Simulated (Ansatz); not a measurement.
Reaction (ligand exchange at the Si–C bond): `CC(=N)[SiH3]` + `[OH][Sc]([OH])[OH]` → `[OH][Sc]([OH])[O][SiH3]` + `CC=N`

Calculated with Ansatz (gas phase, PBE0-D4/def2-TZVP geometries, no zero-point term in ΔE). CCSD(T)/CBS adds triple-zeta CCSD(T) − MP2 to the extrapolated MP2 energy (def2 sets, frozen cores). DFT in def2-TZVPP. For Sc outer-core shells are correlated without core-valence functions, which leaves a few kJ/mol of doubt a bond. Scalar relativity is left out up to krypton. One conformer a species, not always the lowest.

| level | ΔE (kJ/mol) |
| --- | --- |
| B2PLYP | -131.0 |
| PBE0 | -120.3 |
| r2SCAN0 | -129.2 |
| MP2/def2-QZVPP | -129.5 |

What does CCSD(T)/CBS give? (Estimate.)

The calculation gave: -128.2 kJ/mol. The listed levels differ from it by -2.8, 7.9, -1.0, -1.3 kJ/mol.

Largest T1 diagnostic among the species: 0.016.

From BLYP to BHLYP (50 % exact exchange), in def2-TZVPP and without D4, ΔE moves by −16.0 kJ/mol. The D4 term adds +4.3 kJ/mol with B3LYP and +2.2 kJ/mol with PBE0; it sums over pairs of atoms, weighted by their polarisabilities, and B3LYP, whose exchange is more repulsive, gets the larger term. Leaving LDA and LC-ωPBE aside and taking each functional with its dispersion term where it has one, the values, not all of them listed here, spread over 30.1 kJ/mol, from BHLYP-D4 to revPBE-D4. LDA lies +4.9 kJ/mol from PBE without D4.

B3LYP here is the variant with VWN-RPA as its local correlation; programs differ in this.
